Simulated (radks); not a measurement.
The numbers below are computed, except where a source is named.
How relativity changes the ionisation of the cobalt ion Co+ ([Ar] 3d8) to Co2+ ([Ar] 3d7). Spin-unpolarised spherical Kohn-Sham, BLYP, point nucleus unless stated (finite: rms radius 3.7875 fm), a radial shooting solver on a logarithmic mesh with Libxc functionals. A level marked "c x" has the speed of light scaled by that factor and shares open shells by 2j + 1; other Dirac levels either fill j = l - 1/2 first or share by 2j + 1.

level                               E(Co+) (hartree)  E(Co2+) (hartree)  IE (eV)   HOMO  <r> HOMO (bohr)
non-rel.                                 -1382.50111        -1381.78394   19.515     3d            1.137
scalar-rel.                              -1393.23950        -1392.52706   19.387     3d            1.143
scalar-rel., finite nucleus              -1393.23446        -1392.52201   19.387     3d            1.143
Dirac, 2j+1 shares                       -1393.27253        -1392.56008   19.387  3d5/2            1.147
Dirac, low j first                       -1393.27773        -1392.56883   19.290  3d5/2            1.148
Dirac, 2j+1 shares, finite nucleus       -1393.26749        -1392.55504   19.387  3d5/2            1.147
Dirac, c x 2                             -1385.15552        -1384.43955   19.483  3d5/2            1.139
Dirac, c x 3                             -1383.67775        -1382.96112   19.501  3d5/2            1.138
Dirac, c x 100                           -1382.50217        -1381.78500   19.515  3d5/2            1.137

NIST Atomic Spectra Database: 17.084 eV (measured). The relativistic part of the total energy of Co+ is -10.77 hartree (Dirac, 2j+1 shares, finite nucleus), 0.78 % of the non-relativistic value. Spin polarisation and multiplet splitting of open shells are left out at every level.

Beside tabulated values, note that spin-unpolarised runs miss the spin-polarisation part of the exchange energy of open shells.
